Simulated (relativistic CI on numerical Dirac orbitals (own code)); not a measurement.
# Ho2+: 4s photoemission

Computed with this model: Dirac-Coulomb-Breit CI, separate exchange-only KLI orbitals for each configuration, model QED, valence Slater integrals scaled by 0.7, multiplet model of photoemission in the sudden approximation; configurations [Xe] 4f11 → [Ar] 3d10 4s 4p6 4d10 4f11 5s2 5p6; 80 K; Lorentzian 4.2 eV and Gaussian 0.7 eV FWHM. Energies are those of the free ion, without screening or charge transfer. The energies are binding energies and can lie tens of eV above those of solids. Without intra-shell correlation the exchange splitting of an s hole comes out too large, often by half or more. S is read from ⟨S²⟩ = S(S + 1).

free ion: ground-state S = 1.47, centroid 455.13 eV. Peaks (eV, height): 453.4 (100), 458.2 (64).

Strongest unbroadened transitions for free ion:

| Energy (eV) | Relative strength |
| --- | --- |
| 453.24 | 100.0 |
| 453.80 | 22.4 |
| 457.33 | 0.3 |
| 457.51 | 8.9 |
| 458.57 | 56.3 |
| 458.97 | 0.4 |
| 459.47 | 0.1 |
| 460.52 | 0.4 |
